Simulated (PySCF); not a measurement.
Compound: C5H12P2S.
Bonds: C1–P2, P2–C3, C3–C4, C4–P5, P5–S6 (double), P5–C7, C7–C8, P2–C8. Hydrogens: H9, H10, H11 on C1; H12, H13 on C3; H14, H15 on C4; H16 on P5; H17, H18 on C7; H19, H20 on C8.

The same species was optimised twice, with GFN2-xTB and with PBE0-D3(BJ)/def2-SVP (PySCF), and the same property calculations (PySCF, gas phase) were run on both structures.

| coordinate | GFN2-xTB | PBE0-D3(BJ)/def2-SVP | change |
| --- | --- | --- | --- |
| P5=S6 (Å) | 1.927 | 1.942 | +0.015 |
| C3–C4 (Å) | 1.522 | 1.527 | +0.005 |
| C7–C8 (Å) | 1.521 | 1.527 | +0.006 |
| P5–C7 (Å) | 1.834 | 1.833 | -0.001 |
| C4–P5 (Å) | 1.834 | 1.833 | -0.001 |
| P2–C3 (Å) | 1.863 | 1.864 | +0.001 |
| C1–P2 (Å) | 1.845 | 1.845 | 0.000 |
| P2–C8 (Å) | 1.863 | 1.863 | 0.000 |
| C1–P2–C3 (°) | 98.0 | 99.7 | +1.7 |
| C1–P2–C8 (°) | 98.0 | 99.6 | +1.6 |
| C4–P5–C7 (°) | 105.5 | 104.3 | -1.2 |
| P2–C8–C7 (°) | 110.8 | 112.0 | +1.2 |
| P2–C3–C4 (°) | 110.8 | 112.0 | +1.2 |
| P5–C7–C8 (°) | 113.0 | 114.0 | +1.0 |
| C3–P2–C8 (°) | 96.9 | 97.9 | +1.0 |
| C3–C4–P5 (°) | 113.0 | 114.0 | +1.0 |

Rotational constants: A = 3121, B = 655.3, C = 582.5 MHz (GFN2-xTB) against A = 3129, B = 642.5, C = 572.0 MHz (PBE0-D3(BJ)/def2-SVP). Point groups within 0.08 Å: Cs and Cs.

On the GFN2-xTB structure: HOMO (eV) -6.46 [PBE0/pcSseg-1]; LUMO (eV) 0.40 [PBE0/pcSseg-1]; dipole (D) 5.38 [PBE0/pcSseg-1]; GIAO shielding of C1 (ppm) 170.2 [PBE0/pcSseg-1]; GIAO shielding of P2 (ppm) 385.6 [PBE0/pcSseg-1]; GIAO shielding of C3/C8 (mean) (ppm) 154.7 [PBE0/pcSseg-1]; GIAO shielding of C4/C7 (mean) (ppm) 150.4 [PBE0/pcSseg-1]; GIAO shielding of P5 (ppm) 315.7 [PBE0/pcSseg-1]; GIAO shielding of S6 (ppm) 762.7 [PBE0/pcSseg-1].

What do these properties become on the PBE0-D3(BJ)/def2-SVP structure?

```csv
property,level,on GFN2-xTB,on PBE0-D3(BJ)/def2-SVP,change
HOMO (eV),PBE0/pcSseg-1,-6.46,-6.47,-0.01
LUMO (eV),PBE0/pcSseg-1,0.40,0.39,-0.01
dipole (D),PBE0/pcSseg-1,5.38,5.38,0.00
"energy, GFN2-xTB geometry as zero (kcal/mol)",PBE0/pcSseg-1,0.0,-0.9,-0.9
GIAO shielding of C1 (ppm),PBE0/pcSseg-1,170.2,169.0,-1.2
GIAO shielding of P2 (ppm),PBE0/pcSseg-1,385.6,380.9,-4.7
GIAO shielding of C3/C8 (mean) (ppm),PBE0/pcSseg-1,154.7,155.1,+0.4
GIAO shielding of C4/C7 (mean) (ppm),PBE0/pcSseg-1,150.4,150.2,-0.2
GIAO shielding of P5 (ppm),PBE0/pcSseg-1,315.7,311.2,-4.5
GIAO shielding of S6 (ppm),PBE0/pcSseg-1,762.7,748.8,-13.9
```

The heavy atoms differ by 0.032 Å rms after alignment. Among bonds between heavy atoms P5=S6 changes most (+0.015 Å). Changes are differences of the printed values. Neither structure is proved a minimum here.
